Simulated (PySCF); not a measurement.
# `C[C@@H]1C[CH2][Ge@@H]1[AsH2]`, C4H11AsGe

Geometry:
```tsv
atom	x (Å)	y (Å)	z (Å)
C1	-0.539	-1.605	-0.825
C2	-0.884	-0.720	0.361
C3	-1.504	0.625	-0.058
C4	-0.290	1.564	-0.088
Ge5	0.740	0.259	1.045
As6	2.923	-0.556	0.370
H7	-1.436	-1.937	-1.348
H8	0.088	-1.064	-1.537
H9	0.011	-2.487	-0.491
H10	-1.523	-1.276	1.049
H11	-2.206	0.956	0.709
H12	-2.039	0.575	-1.008
H13	0.126	1.649	-1.092
H14	-0.496	2.568	0.275
H15	0.628	0.612	2.542
H16	3.586	0.633	0.999
H17	2.808	0.217	-0.912
```

Method used: GIAO BHandHLYP/pcSseg-1 magnetisability, rotational g tensor and spin-rotation constants, non-relativistic, gas phase (PySCF). Geometry: GFN2-xTB.

The calculation is non-relativistic, which matters for the atoms heavier than Zn.

Give the nuclear spin-rotation constants along the inertial axes (H = +C I·J) beside the isotropic shieldings.

Rotational constants 2.8623, 0.9098, 0.7917 GHz. A star marks the isotopologue with that one atom substituted, in its own axes.
```
atom  isotope  Caa (kHz)  Cbb (kHz)  Ccc (kHz)  mean (kHz)  σ (ppm)
 As6     75As      2.606      0.929      0.735       1.423   1965.7
  H7       1H     -0.081     -0.049     -0.088      -0.072     30.4
  H8       1H     -0.264     -0.092     -0.001      -0.119     30.5
  H9       1H     -0.153     -0.069     -0.051      -0.091     30.5
 H10       1H     -0.216     -0.103      0.008      -0.104     29.8
 H11       1H     -0.099     -0.062     -0.055      -0.072     29.4
 H12       1H     -0.213     -0.056     -0.040      -0.103     30.2
 H13       1H     -0.286     -0.091      0.011      -0.122     30.0
 H14       1H     -0.269      0.019     -0.087      -0.112     29.9
 H15       1H     -0.243     -0.020     -0.015      -0.092     26.4
 H16       1H     -0.256     -0.001     -0.090      -0.116     30.1
 H17       1H     -0.280     -0.102      0.005      -0.126     30.0
  C1     13C*      0.412      0.128      0.122       0.221    165.2
  C2     13C*      0.418      0.176      0.133       0.242    150.9
  C3     13C*      0.494      0.141      0.132       0.256    153.6
  C4     13C*      0.324      0.160      0.139       0.208    160.2
 Ge5    73Ge*     -0.793     -0.264     -0.236      -0.431   1404.4
```
For the geometry as given, no vibrational averaging.

How do the rotational constants and the g tensor change when H7, H8, H9, H10, H11, H12, H13, H14, H15, H16, H17 are replaced by deuterium?

Constants 2.2868, 0.8147, 0.7056 GHz; g -0.0088, -0.0047, -0.0043, against -0.0112, -0.0052, -0.0048 before.
